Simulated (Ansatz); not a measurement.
Born–Oppenheimer molecular dynamics of AlH$_{6}$N$_{3}$ (10 atoms, charge 0, multiplicity 1). It goes on from the last frame of an earlier run, with new velocities.

Method: Ansatz 0.2.0, RKS B3LYP-D4/STO-3G.

| Item | Value |
| --- | --- |
| ensemble | NVT, Langevin thermostat |
| time step | 0.5 fs |
| steps asked | 100 |
| set temperature | 700 K |
| friction | 0.001 /fs |
| temperature schedule | 25 steps to 700 K, then 75 steps to 2100 K |
| seed | 660795 |

First frame:

```xyz
10
Properties=species:S:1:pos:R:3
Al 0.004 0.010 0.005
N -0.019 0.030 1.769
H -0.884 0.148 2.304
H 0.805 0.202 2.397
N 1.488 0.199 -0.905
H 1.478 -0.251 -1.851
H 2.348 -0.142 -0.377
N -1.462 -0.237 -0.891
H -2.349 0.072 -0.364
H -1.655 -0.018 -1.866
```

**Question.** How far do the bonds stretch over the last three quarters of this one trajectory? (Pairs bonded in most of those frames.)

**Answer.** 
```tsv
bond	mean (Å)	spread (Å)	shortest	longest
Al1–N2	1.745	0.034	1.68	1.80
Al1–N5	1.762	0.060	1.69	1.87
Al1–N8	1.774	0.074	1.67	1.88
N2–H3	1.041	0.020	1.01	1.07
N2–H4	1.038	0.020	1.01	1.07
N5–H6	1.047	0.038	0.99	1.10
N5–H7	1.044	0.016	1.01	1.08
N8–H9	1.052	0.030	1.00	1.12
N8–H10	1.059	0.033	1.00	1.12
```

Mean temperature of the second half: 495 K. The schedule's set-point averaged 1633 K over the second half and the system 495 K, so it lags behind the ramp. A run of 0.05 ps of so small a system gives no equilibrium averages. Limits of this set-up: minimal basis.

The run took 2.3 min on 1 thread of Arm Neoverse V2 (shared host), peak memory 0.086 GiB.
